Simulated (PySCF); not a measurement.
## CsSr⁺ at RHF-CCSD

Computed with RHF-CCSD; Cs def2-SVP with ECP46, Sr def2-SVP with ECP28; scalar-relativistic core potentials (PySCF 2.14).

* state: ¹Σ⁺ (singlet), closed shell
* bond length: 4.877 Å
* harmonic wavenumber: 40.5 cm⁻¹
* force constant: 0.0511 mdyn/Å
* rotational constant Be: 0.01339 cm⁻¹
* anharmonicity ωexe: 0.0949 cm⁻¹
* vibration–rotation constant αe: 4.64e-05 cm⁻¹
* well depth De to Cs⁺ + Sr: 0.37 eV
* dissociation energy D0: 0.37 eV

Correlated steps freeze no core orbitals. The bond is weak. Basis-set superposition, not corrected here, can be much of De in a small basis, most of all at correlated wavefunction levels. Spin–orbit coupling is left out. For an ion De counts to the pair picked by the measured ionisation energies or electron affinities, which need not be the lowest pair at this level.
